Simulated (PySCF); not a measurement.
From computed data to an observable: entropy of an ideal gas

Si(Cl)2(Me)(SH) (CH₄Cl₂SSi), SMILES C[Si](S)(Cl)Cl.

Geometry optimised at PBE-D3(BJ)/def2-SVP. Other conformers were not sampled.

PBE-D3(BJ)/def2-SVP run with PySCF gives the harmonic wavenumbers 111, 139, 163, 188, 198, 203, 211, 421, 550, 559, 695, 740, 785, 794, 1217, 1371, 1372, 2605, 2982, 3088, 3096 cm⁻¹ and the rotational temperatures 0.0825, 0.0783, 0.0595 K. The molar mass is 147.09 g/mol, the symmetry number 1, the spin multiplicity 1.

Work out the entropy at 298.15 K and 1 atm in the rigid-rotor, harmonic-oscillator model.


Translation (Sackur–Tetrode at 1 atm): S = R[1.5 ln M + 2.5 ln T − 1.16487] = 171.0 J/(mol K).
Rotation: q = (√π/σ) T^1.5/√(θA θB θC) = 465000, S = R[ln q + 3/2] = 121.0 J/(mol K).
Vibration: with u = 1.4388 ν/T, each mode gives R[u/(e^u − 1) − ln(1 − e^−u)]:
```tsv
ν (cm⁻¹)	modes	u	S (J/(mol K))
111	1	0.54	13.60
139	1	0.67	11.79
163	1	0.79	10.52
188	1	0.91	9.40
198	1	0.96	9.00
203	1	0.98	8.81
211	1	1.02	8.51
421	1	2.03	3.72
550	1	2.65	2.28
559	1	2.70	2.20
695	1	3.35	1.31
740	1	3.57	1.10
785	1	3.79	0.92
794	1	3.83	0.89
1217	1	5.87	0.16
1371	1	6.62	0.08
1372	1	6.62	0.08
```
The stiffer modes add less than 0.005 each. Sum 84.4 J/(mol K).
Spin: R ln 1 = 0.0 J/(mol K).
Total 376.4 J/(mol K); the program's own thermochemistry gives 376.3. Translation makes up 45 % and vibration 22 %. Anharmonicity, hindered rotation and orbital degeneracy are left out.
